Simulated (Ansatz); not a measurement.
Calculated with Ansatz (gas phase, PBE0-D4/def2-TZVP geometries, no zero-point term in ΔE). CCSD(T)/CBS adds triple-zeta CCSD(T) − MP2 to the extrapolated MP2 energy (def2 sets, frozen cores). DFT in def2-TZVPP. B3LYP here is the variant with VWN-RPA as its local correlation; programs differ in this. For Ge outer-core shells are correlated without core-valence functions, which leaves a few kJ/mol of doubt a bond. Scalar relativity is left out up to krypton. One conformer a species, not always the lowest.

Reaction (formal exchange of groups at a Ge–Ge bond): `[SiH3][SiH2][GeH2][GeH2][SiH2][SiH3]` + `[GeH3][SiH2][GeH3]` → `[SiH3][SiH2][GeH2][GeH2][SiH2][GeH3]` + `[SiH3][SiH2][GeH3]`

| level | ΔE (kJ/mol) |
| --- | --- |
| B3LYP-D4 | -0.4 |
| r2SCAN0-D4 | -0.3 |
| CCSD/def2-TZVPP | -1.4 |
| HF/CBS(def2) | -0.3 |

(1) What does CCSD(T)/CBS give? (An estimate is asked.)

Largest T1 diagnostic among the species: 0.013.

## Answers

(1) Computed: -0.8 kJ/mol. The listed levels differ from it by 0.4, 0.5, -0.6, 0.5 kJ/mol.

Leaving LDA and LC-ωPBE aside and taking each functional with its dispersion term where it has one, the values, not all of them listed here, spread over 0.7 kJ/mol, from PBE-QIDH to r2SCAN-D4.
